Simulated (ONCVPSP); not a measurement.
Logarithmic derivatives: Sr, ONCV

```json
{
 "Element": "strontium",
 "Generator": "ONCVPSP 4.0.1",
 "Type": "optimised norm-conserving Vanderbilt (ONCV)",
 "Functional": "PBEsol",
 "Relativity": "scalar-relativistic",
 "Frozen core": "[Ar] 3d10",
 "Valence charge": "10",
 "Reference configuration": "4s2 4p6 5s2",
 "Partial waves": "4s+5s: rc 2.00 bohr, ncon 4, nbas 8, qcut 5.5 1/bohr, 2 projectors; 4p: rc 2.25 bohr, ncon 3, nbas 6, qcut 6.7 1/bohr, 2 projectors, debl 1.1 Ha; d scattering state at 0.06 Ha: rc 2.40 bohr, ncon 4, nbas 8, qcut 3.5 1/bohr, 2 projectors, debl 2.6 Ha",
 "Local potential": "polynomial inside 1.85 bohr (lpopt 5, dvloc0 -1 Ha)",
 "Core correction": "Teter function, fcfact 3.75, rcfact 1.45"
}
```

In the d channel the program set the typed energies aside and used 0.050, 2.650 Ha.

The phase is arctan(r·R′/R) of the radial function R(r), unwrapped; energies in Ha, scanned from -3 to 5 Ha. A pole is an energy at which the radial function vanishes at the test radius. The pseudo phase is shifted by a multiple of π to meet the all-electron one at the reference energy, and phase errors are pseudo minus all-electron; the curves can meet again beyond the range given. Levels narrower than the energy grid can be missing from the lists of poles.

```json
{"channel": "s", "radius (bohr)": "2.03", "reference energy (Ha)": "-0.13", "poles, all-electron": "-1.07, 5.00", "poles, pseudo": "-1.07, 4.45", "unbroken range about the reference energy with phases within 0.05 rad": "below 4.7", "phase error 1 Ha above the reference energy (rad)": "-0.002"}
{"channel": "p", "radius (bohr)": "2.29", "reference energy (Ha)": "-0.84", "poles, all-electron": "-0.48, 4.03", "poles, pseudo": "-0.48, 3.91", "unbroken range about the reference energy with phases within 0.05 rad": "the whole range", "phase error 1 Ha above the reference energy (rad)": "+0.000"}
{"channel": "d", "radius (bohr)": "2.44", "reference energy (Ha)": "0.05", "poles, all-electron": "0.67, 4.43", "poles, pseudo": "0.68, 4.56", "unbroken range about the reference energy with phases within 0.05 rad": "the whole range", "phase error 1 Ha above the reference energy (rad)": "+0.003"}
```

Phases in the p channel:

| E (Ha) | all-electron | pseudo |
| --- | --- | --- |
| -2.98 | 1.312 | 1.312 |
| -2.76 | 1.293 | 1.293 |
| -2.54 | 1.269 | 1.269 |
| -2.32 | 1.238 | 1.238 |
| -2.10 | 1.194 | 1.194 |
| -1.88 | 1.130 | 1.130 |
| -1.66 | 1.020 | 1.020 |
| -1.44 | 0.788 | 0.788 |
| -1.22 | 0.143 | 0.142 |
| -1.00 | -0.896 | -0.896 |
| -0.78 | -1.345 | -1.345 |
| -0.56 | -1.528 | -1.528 |
| -0.34 | -1.636 | -1.636 |
| -0.12 | -1.717 | -1.717 |
| 0.10 | -1.794 | -1.794 |
| 0.32 | -1.880 | -1.880 |
| 0.54 | -1.995 | -1.995 |
| 0.76 | -2.174 | -2.174 |
| 0.98 | -2.495 | -2.496 |
| 1.20 | -3.071 | -3.074 |
| 1.42 | -3.704 | -3.709 |
| 1.64 | -4.085 | -4.089 |
| 1.86 | -4.286 | -4.290 |
| 2.08 | -4.404 | -4.407 |
| 2.30 | -4.480 | -4.484 |
| 2.52 | -4.535 | -4.538 |
| 2.74 | -4.576 | -4.580 |
| 2.96 | -4.608 | -4.612 |
| 3.18 | -4.635 | -4.640 |
| 3.40 | -4.658 | -4.664 |
| 3.62 | -4.679 | -4.686 |
| 3.84 | -4.697 | -4.706 |
| 4.06 | -4.715 | -4.726 |
| 4.28 | -4.732 | -4.746 |
| 4.50 | -4.750 | -4.767 |
| 4.72 | -4.767 | -4.791 |
| 4.94 | -4.786 | -4.819 |
